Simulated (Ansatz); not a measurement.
Geometry optimisation, Ansatz 0.2.0, RHF/def2-SVP.

input.yaml

```yaml
crystal:
  periodic: [false, false, false]
  atoms:
    - { symbol: Al, position_ang: [-1.8118, -1.2965, -2.2485] }
    - { symbol: C, position_ang: [-0.0536, -0.9047, -1.5143] }
    - { symbol: O, position_ang: [-0.1674, -0.9278, -0.1199] }
    - { symbol: C, position_ang: [1.1667, -0.5127, 0.4686] }
    - { symbol: C, position_ang: [1.078, 0.9648, 0.7833] }
    - { symbol: Si, position_ang: [-0.2802, 1.4172, 2.0236] }
    - { symbol: H, position_ang: [-2.0769, -2.5155, -3.1983] }
    - { symbol: H, position_ang: [-3.0294, -0.2508, -1.9157] }
    - { symbol: H, position_ang: [0.6342, -1.6834, -1.8406] }
    - { symbol: H, position_ang: [0.276, 0.095, -1.8661] }
    - { symbol: H, position_ang: [1.9694, -0.7568, -0.1427] }
    - { symbol: H, position_ang: [1.2559, -1.0859, 1.4314] }
    - { symbol: H, position_ang: [2.0022, 1.2854, 1.2321] }
    - { symbol: H, position_ang: [0.9025, 1.58, -0.1056] }
    - { symbol: H, position_ang: [-1.591, 1.0598, 1.4448] }
    - { symbol: H, position_ang: [-0.2185, 2.8731, 2.347] }
    - { symbol: H, position_ang: [-0.075, 0.6585, 3.261] }
basis:
  gaussian: { orbitals: def2-SVP }
hamiltonian:
  xc: hf
relax:
  f_tol: 0.02
  max_steps: 50
```

Command:

```bash
$ ansatz run input.yaml --threads 2 --pin off --max-ram 3072MiB --backend cpu --events-out ev --progress --plain --runs-dir out
```

Problem. Where does it end, and by what steps?

Solution. The run converged. The force dipped under the threshold on the way, but the program's further checks kept it going. After 26 steps the energy has fallen by 0.826 eV; H7 moved furthest, 1.68 Å. Joined: Al1–O3 (2.71 → 1.94 Å).

```
step  energy less start (eV)  largest force component (eV/Å)  accepted
   0                  0.0000                           4.623       yes
   1                 -0.4276                           1.753       yes
   2                 -0.5088                           0.272       yes
   3                 -0.5226                           0.162       yes
   4                 -0.5307                           0.165       yes
   5                 -0.5408                           0.233       yes
   6                 -0.5472                           0.400       yes
   7                 -0.5624                           0.330       yes
   8                 -0.5864                           0.190       yes
   9                 -0.6087                           0.173       yes
  10                 -0.6339                           0.216       yes
  11                 -0.6827                           0.292       yes
  12                 -0.7484                           0.345       yes
  13                 -0.7740                           0.632       yes
  14                 -0.7907                           0.385       yes
  15                 -0.8044                           0.115       yes
  16                 -0.8091                           0.064       yes
  17                 -0.8141                           0.171       yes
  18                 -0.8185                           0.179       yes
  19                 -0.8211                           0.069       yes
  20                 -0.8227                           0.071       yes
  21                 -0.8244                           0.026       yes
  22                 -0.8253                           0.058       yes
  23                 -0.8258                           0.028       yes
  24                 -0.8261                           0.018       yes
  25                 -0.8262                           0.021       yes
  26                 -0.8263                           0.014       yes
```

```xyz
17
Properties=species:S:1:pos:R:3
Al -1.520 -1.606 -1.699
C -0.209 -0.155 -1.872
O -0.307 -0.688 -0.494
C 0.803 -0.742 0.377
C 1.181 0.636 0.900
Si -0.232 1.611 1.717
H -1.015 -3.074 -2.015
H -3.038 -1.309 -1.380
H 0.787 -0.365 -2.263
H -0.407 0.914 -1.860
H 1.638 -1.210 -0.149
H 0.513 -1.400 1.195
H 1.980 0.512 1.638
H 1.607 1.243 0.096
H -1.202 2.111 0.718
H 0.346 2.774 2.435
H -0.942 0.749 2.694
```

Time of the run: 120 s on 2 threads of Intel(R) Xeon(R) Platinum 8375C CPU @ 2.90GHz (Ice Lake), on a shared host, peak memory 0.42 GiB.
